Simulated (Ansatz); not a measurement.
Born–Oppenheimer molecular dynamics of CH$_{4}$AlFS (8 atoms, charge 0, multiplicity 1). It starts at the highest image of a converged band, a first-order saddle point between two minima.

The calculation used RKS PBE-D4/cc-pVDZ (Ansatz 0.2.0).

| Quantity | Value |
| --- | --- |
| ensemble | NVE (velocity Verlet) |
| time step | 0.5 fs |
| steps asked | 200 |
| starting velocities drawn for | 100 K |
| seed | 4342 |

First frame:

```xyz
8
Properties=species:S:1:pos:R:3
F 0.785 0.553 1.723
C 0.450 0.578 0.394
S -1.531 0.726 0.014
Al -0.245 -1.135 -0.557
H 1.189 1.129 -0.235
H -0.230 1.644 0.210
H 0.126 -1.246 -2.109
H -0.453 -2.306 0.505
```

Q: How far do the bonds stretch over the last three quarters of this one trajectory? (Pairs bonded in most of those frames.)

A: 
| bond | mean (Å) | spread (Å) | shortest | longest |
| --- | --- | --- | --- | --- |
| F1–C2 | 1.407 | 0.036 | 1.32 | 1.49 |
| C2–S3 | 1.874 | 0.070 | 1.77 | 1.98 |
| C2–H5 | 1.167 | 0.093 | 1.00 | 1.34 |
| C2–H6 | 1.137 | 0.043 | 1.05 | 1.21 |
| S3–Al4 | 2.263 | 0.045 | 2.18 | 2.31 |
| Al4–H7 | 1.608 | 0.010 | 1.59 | 1.62 |
| Al4–H8 | 1.604 | 0.023 | 1.57 | 1.64 |

Mean temperature of the second half: 1429 K. The conserved energy stayed within 0.67 meV per atom of its start (net change -0.12 meV per atom), so the integration is sound. The system heated up, since it started high on the potential surface and ran downhill. A run of 0.1 ps of so small a system gives no equilibrium averages. The orbitals stay closed-shell, which can raise the energy where a bond breaks towards radicals; this wasn't checked here.

Run time: 5.6 min on 2 threads of Intel(R) Xeon(R) Platinum 8259CL CPU @ 2.50GHz (Skylake/Cascade Lake), on a shared host, peak memory 0.16 GiB.
